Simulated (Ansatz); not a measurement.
Species: CH3B2N, SMILES `C=BB=N` (C–B–B–N torsion 20°) (charge 0, multiplicity 1).

Question: Give a relaxed geometry from PBE0-D3(BJ)/def2-TZVP (Ansatz, a program for electronic structure).

Answer: One answer among several that fit: the end point of this relaxation, one of several conformers (outside a Z-matrix the atoms follow the SMILES, hydrogens last).
Cartesian coordinates (Å) in one orientation:
```xyz
7

C     -1.810     0.018     0.230
B     -0.432     0.005     0.260
B      1.189    -0.011     0.295
N      2.426    -0.024     0.322
H     -2.377     0.751    -0.337
H     -2.414    -0.705     0.772
H      3.418    -0.034     0.344
```
